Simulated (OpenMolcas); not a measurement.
**Mn V: effect of the active space**

```json
{
 "Program": "OpenMolcas",
 "Method": "MS-CASPT2 or its RAS form, IPEA 0.25 Eh, imaginary shift 0.1 Eh",
 "Basis": "ANO-RCC-VTZP",
 "Scalar Hamiltonian": "DKH2, point nucleus",
 "Spin-orbit coupling": "state interaction with AMFI integrals over the reference wave functions, term energies averaged over their components"
}
```

A. 3 electrons in 5 orbitals (3d); 2S+1 = 4 even, 10 roots; 2S+1 = 2 even, 40 roots; closed shells correlated: 3s 3p; CASPT2 step roughly 9 core-seconds
B. 9 electrons in 8 orbitals (RAS1 3p, at most 2 holes; RAS2 3d); 2S+1 = 4 even, 10 roots; 2S+1 = 2 even, 40 roots; closed shells correlated: 3s; CASPT2 step of the order of 40 core-seconds
C. 3 electrons in 10 orbitals (3d 4d); 2S+1 = 4 even, 10 roots; 2S+1 = 2 even, 40 roots; closed shells correlated: 3s 3p; CASPT2 step roughly 6 core-minutes

Energies in cm⁻¹ above 3d³ ⁴F_3/2, the measured ground level; measured values from Corliss and Sugar, J. Phys. Chem. Ref. Data 6, 1253 (1977).

```tsv
Level	A	B	C	Measured
3d³ ⁴F_3/2	0.0	0.0	0.0	0.0
3d³ ⁴F_5/2	374	387	376	359
3d³ ⁴F_7/2	881	910	886	835
3d³ ⁴F_9/2	1506	1555	1514	1412
3d³ ⁴P_1/2	17160	17080	16860	16434
3d³ ⁴P_3/2	17300	17230	17020	16595
3d³ ⁴P_5/2	17760	17700	17480	17049
3d³ ²G_7/2	18110	18270	18040	17892
3d³ ²G_9/2	18640	18810	18580	18399
3d³ ²P_3/2 [67 %]	23450	23460	23280	22919
3d³ ²P_1/2	23540	23490	23330	23082
3d³ ²D_3/2(1) [68 %]	25270	25430	25170	24670
3d³ ²D_5/2(1)	25330	25570	25290	24630
3d³ ²H_9/2	25500	25350	25340	24975
3d³ ²H_11/2	25890	25750	25750	25334
3d³ ²F_7/2	41400	41380	41300	40423
3d³ ²F_5/2	41620	41610	41520	40707
3d³ ²D_5/2(2)	64930	64230	64780	62608
3d³ ²D_3/2(2)	65200	64500	65010	62854
```

Deviations, from unrounded energies. A percentage is the sum of absolute deviations over the sum of measured energies, with the sign that they share, or ± where signs differ.

```tsv
Against measurement	Levels	A	B	C
mean absolute deviation (cm-1)	18	710	640	580
fine structure of the ground term (%)	3	+5.9	+9.4	+6.5
other terms of the ground configuration (%)	15	+2.9	+2.6	+2.3
```

C lies closest to measurement on these levels and A furthest from it. The largest miss of C in the table is 3d³ ²D_5/2(2), by +2200 cm-1. The ranking rests on the paired levels alone, and a cruder setting can come out closer through cancelling errors.

The two smallest mean deviations differ by little beside CASPT2's spread within terms, so their order carries little weight.

Among A to C the level of the table that moves most is 3d³ ²D_5/2(2), by 710 cm-1 (lowest in B, highest in A). Moves below CASPT2's spread within the term are not significant.

CASPT2 does not keep the components of a term degenerate, so their means are used; among the terms shown or strongly mixed into the levels shown the widest spread is 1200 cm-1 (3d³ ⁴F, B). Active for correlation alone: 3p; no level in the range computed is led by a configuration that opens it, so any true level of that kind is missing (holds for B). The CASPT2 spread within a term exceeds the gap to the next term for 3d³ ²D(1) and 3d³ ²H, so the order of their levels is uncertain (holds for B). Active for correlation alone: 4d; no level in the range computed is led by a configuration that fills it, so any true level of that kind is missing (holds for C). Measured partners are found by configuration, term and J. A level has none where our copy of the source lacks it or the pairing is in doubt (some pairs that miss far off the trend of their configuration count as doubtful), and it then counts in no deviation. Levels of configurations outside the active space are missing.

A share in square brackets marks a mixed level and gives the weight of the term that names it, the lowest over the columns. A number in round brackets counts repeated terms of one configuration in the order of the reference energies.
